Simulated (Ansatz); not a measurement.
System: RbF, charge 0, multiplicity 1. 
Coordinates optimised at B3LYP-D3(BJ)/def2-TZVP (Ansatz, a program for electronic structure):
```
Rb
F 1 2.3553
```

Basis-set convergence of Hartree-Fock and CCSD(T) correlation energies (hartree) with Ansatz. Correlated levels leave the core frozen unless marked. Spin-orbit coupling is left out. The frozen core is the preceding noble-gas configuration, with the filled d and f shells of earlier blocks. The outer core of K, Ca and their heavier congeners is not correlated, a term that matters for these elements. Past Kr the def2 sets carry scalar-relativistic core potentials.

```csv
basis,functions,E(HF),"E(corr, CCSD(T))"
def2-SVP,38,-123.18339,-0.20389
def2-TZVPP,71,-123.31987,-0.27896
def2-QZVPP,120,-123.32692,-0.30752
```

Extrapolating the two largest sets (X = 3 and 4) as X^-3: E(corr) = (64·(-0.30752) - 27·(-0.27896))/37 = -0.3284 Eh, an estimate of the basis-set limit. The largest set recovers 93.7 % of it, the smallest 62.1 %.
